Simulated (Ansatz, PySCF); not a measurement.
C4H12OSi, SMILES CCOC[SiH2]C. Atoms are numbered in the order given.

```xyz
18

C     -3.2631     0.2125    -0.0126
C     -1.8274     0.6333    -0.2581
O     -1.0841    -0.5023    -0.6395
C      0.2944    -0.2560    -0.8621
Si     1.3480    -0.3416     0.7311
C      3.1529     0.0391     0.3294
H     -3.6888    -0.2448    -0.9190
H     -3.8798     1.0810     0.2659
H     -3.3137    -0.5285     0.7999
H     -1.7790     1.4040    -1.0574
H     -1.4007     1.0978     0.6541
H      0.4505     0.7098    -1.3879
H      0.6555    -1.0390    -1.5523
H      0.8367     0.6315     1.7428
H      1.2212    -1.7114     1.3104
H      3.7826    -0.0333     1.2304
H      3.2609     1.0577    -0.0774
H      3.5491    -0.6691    -0.4164
```

Geometry: B3LYP-D3(BJ)/def2-SVP. One conformer was computed; it need not be the lowest.

Two levels are set side by side: PBE-D3(BJ)/def2-SVP (Ansatz, a program for electronic structure) and B3LYP-D3(BJ)/def2-SVP (Ansatz). Each level has its own optimised geometry; the coordinates shown are those of the second. Frequencies come from the Hessian of PySCF at each geometry. Differences are taken from unrounded values.

```csv
quantity,B3LYP-D3(BJ)
mean bond length (Å),1.304
bond C1–C2 (Å),1.516
bond C2–O3 (Å),1.410
bond O3–C4 (Å),1.418
bond C4–Si5 (Å),1.912
bond Si5–C6 (Å),1.888
bond C1–H7 (Å),1.101
bond C1–H8 (Å),1.101
bond C1–H9 (Å),1.101
bond C2–H10 (Å),1.111
bond C2–H11 (Å),1.109
bond C4–H12 (Å),1.111
bond C4–H13 (Å),1.104
bond Si5–H14 (Å),1.494
bond Si5–H15 (Å),1.493
bond C6–H16 (Å),1.102
bond C6–H17 (Å),1.102
highest harmonic wavenumber (cm⁻¹),3127
mean harmonic wavenumber (cm⁻¹),1383
zero-point energy (kcal/mol),94.93
```

Q: What does PBE-D3(BJ) give, and how far is it from B3LYP-D3(BJ)? (Estimate from the structure and the level; the computed values follow.)

A: 
```tsv
quantity	PBE-D3(BJ)	PBE-D3(BJ) minus B3LYP-D3(BJ)
mean bond length (Å)	1.312	0.008
bond C1–C2 (Å)	1.518	0.002
bond C2–O3 (Å)	1.416	0.006
bond O3–C4 (Å)	1.421	0.003
bond C4–Si5 (Å)	1.923	0.011
bond Si5–C6 (Å)	1.893	0.005
bond C1–H7 (Å)	1.108	0.007
bond C1–H8 (Å)	1.108	0.007
bond C1–H9 (Å)	1.108	0.007
bond C2–H10 (Å)	1.121	0.010
bond C2–H11 (Å)	1.118	0.009
bond C4–H12 (Å)	1.120	0.010
bond C4–H13 (Å)	1.113	0.008
bond Si5–H14 (Å)	1.507	0.014
bond Si5–H15 (Å)	1.506	0.013
bond C6–H16 (Å)	1.109	0.007
bond C6–H17 (Å)	1.109	0.007
highest harmonic wavenumber (cm⁻¹)	3079	-48
mean harmonic wavenumber (cm⁻¹)	1346	-38
zero-point energy (kcal/mol)	92.33	-2.60
```

Exact exchange shortens and stiffens bonds; PBE has none. Differences between two approximate levels are no errors against the true value.
